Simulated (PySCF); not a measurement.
Job file and geometry (Å, from GFN2-xTB) of an NMR shielding run on `[AlH3-][P+]12C=CC(C=C1)C=C2`, C₇H₁₀AlP, PySCF, GIAO PBE0/pcSseg-1 NMR shielding, non-relativistic, gas phase; density fitting, a coarse starting grid and PySCF grid level 2 are the driver's defaults:

```
{"job": {"kind": "nmr", "xc": "PBE0", "basis": "pcSseg-1"}, "charge": 0, "multiplicity": 1}
Al     3.275013     0.127853     0.669135
P      0.836967     0.034462     0.170509
C      0.205160    -0.233041    -1.519965
C     -1.111650    -0.263450    -1.643905
C     -1.947788    -0.076245    -0.398251
C     -1.549880     1.251243     0.206398
C     -0.277909     1.435949     0.519955
C     -1.530492    -1.150737     0.580104
C     -0.256516    -1.211839     0.931587
H      3.296959     1.586189     1.255345
H      3.314391    -1.083935     1.669761
H      3.782474    -0.097016    -0.801523
H      0.910185    -0.352479    -2.326178
H     -1.628360    -0.412718    -2.578545
H     -3.013735    -0.118851    -0.615748
H     -2.323059     1.988418     0.353903
H      0.132953     2.332102     0.955266
H     -2.292285    -1.819538     0.947756
H      0.167768    -1.927117     1.616934
```

Q: Write the output of this run.

A: 
```
coarse grid: 17056 points
cycle   1  E = -855.7223421494  dE =  1.360e+00  |g| = 4.047e-01  |ddm| = 4.155e+00
cycle   2  E = -855.7250604059  dE = -2.718e-03  |g| = 4.127e-01  |ddm| = 8.259e-01
cycle   3  E = -855.7656408568  dE = -4.058e-02  |g| = 8.691e-02  |ddm| = 4.764e-01
cycle   4  E = -855.7667602507  dE = -1.119e-03  |g| = 5.640e-02  |ddm| = 1.280e-01
cycle   5  E = -855.7676022479  dE = -8.420e-04  |g| = 1.013e-02  |ddm| = 6.703e-02
cycle   6  E = -855.7676319048  dE = -2.966e-05  |g| = 2.630e-03  |ddm| = 1.722e-02
cycle   7  E = -855.7676334930  dE = -1.588e-06  |g| = 4.516e-04  |ddm| = 3.558e-03
final grid: 155992 points
cycle   8  E = -855.8233603512  dE = -3.677e-05  |g| = 7.919e-03  |ddm| = 4.587e-02
cycle   9  E = -855.8233510889  dE =  9.262e-06  |g| = 9.948e-03  |ddm| = 1.950e-02
cycle  10  E = -855.8233763734  dE = -2.528e-05  |g| = 1.599e-03  |ddm| = 1.241e-02
cycle  11  E = -855.8233769843  dE = -6.110e-07  |g| = 5.673e-04  |ddm| = 1.912e-03
cycle  12  E = -855.8233770669  dE = -8.253e-08  |g| = 6.673e-05  |ddm| = 5.618e-04
cycle  13  E = -855.8233770678  dE = -9.381e-10  |g| = 2.186e-05  |ddm| = 1.216e-04
converged SCF energy = -855.8233770678

GIAO shielding tensors (ppm)
atom      isotropic    diamagn.    paramagn.     s11        s22        s33       span
  0 Al     454.630     793.986    -339.356    444.796    459.450    459.644     14.849
  1 P      412.136     966.832    -554.696    365.055    435.554    435.799     70.744
  2 C       42.454     258.660    -216.207    -87.405     52.171    162.594    249.999
  3 C       26.787     252.933    -226.146   -114.981     32.337    163.006    277.987
  4 C      130.526     255.483    -124.957     91.270    150.133    150.176     58.906
  5 C       26.778     252.937    -226.159   -115.019     32.354    163.000    278.019
  6 C       42.445     258.660    -216.215    -87.430     52.166    162.599    250.029
  7 C       26.790     252.938    -226.148   -114.970     32.336    163.003    277.973
  8 C       42.436     258.664    -216.228    -87.417     52.167    162.559    249.976
  9 H       27.426      28.197      -0.770     23.949     26.590     31.740      7.790
 10 H       27.426      28.199      -0.772     23.947     26.594     31.738      7.791
 11 H       27.427      28.198      -0.772     23.949     26.591     31.740      7.790
 12 H       24.412      31.320      -6.908     22.367     23.386     27.484      5.117
 13 H       23.807      31.226      -7.419     22.013     22.819     26.590      4.577
 14 H       26.402      33.763      -7.361     24.216     24.219     30.769      6.553
 15 H       23.805      31.223      -7.418     22.012     22.815     26.587      4.576
 16 H       24.411      31.315      -6.904     22.368     23.387     27.480      5.112
 17 H       23.808      31.229      -7.420     22.012     22.822     26.591      4.578
 18 H       24.411      31.325      -6.914     22.365     23.382     27.485      5.120
```

Size and cost of the density-fitted run: 217 basis functions, about 2.1 core-minutes.
